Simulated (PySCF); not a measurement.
Sn(Cl)3(NHMe) (CH4Cl3NSn), SMILES C[NH][Sn]([Cl])([Cl])[Cl].

Geometry optimised at B3LYP-D3(BJ)/def2-SVP. The def2 effective core potentials stand for the cores of Sn; spin–orbit coupling is left out. The values are those of a single conformer.

These are C-PCM-ωB97X/def2-SVP (PySCF 2.14.0) values and carry that method's errors.

The values are the electrostatic part of the solvation free energy, E(continuum) − E(gas) at the gas-phase geometry, in a cavity of scaled van der Waals radii (PySCF's table); cavitation and dispersion terms are not included. A continuum can't describe solvent molecules that bind to the metal. In vacuum the orbital gap is 9.44 eV. The dipole moment in vacuum is 3.01 D.

Computed values in water (ε = 78.36), toluene (ε = 2.37), methanol (ε = 32.61):
```
solvent       ε  ΔG(elec) (kcal/mol)  dipole (D)  gap (eV)
--------  -----  -------------------  ----------  --------
water     78.36                 -5.3        3.81      9.19
toluene    2.37                 -3.0        3.43      9.31
methanol  32.61                 -5.2        3.79      9.19
```
